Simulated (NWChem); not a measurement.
ZnGeH$_{4}$; SMILES [GeH3][ZnH]

All runs: NWChem. All runs use the structure optimised with PBE0/def2-SVP. Ions are spin-unrestricted doublets at the neutral geometry; other ion states weren't tried.

Question: Predict the results for PBE/def2-SVP. Quantities: vertical ionisation energy, ΔSCF (eV); −ε(HOMO) (eV).

Answer: The vertical ionisation energy, ΔSCF (eV) is 9.20 and the −ε(HOMO) (eV) comes out as 6.17.
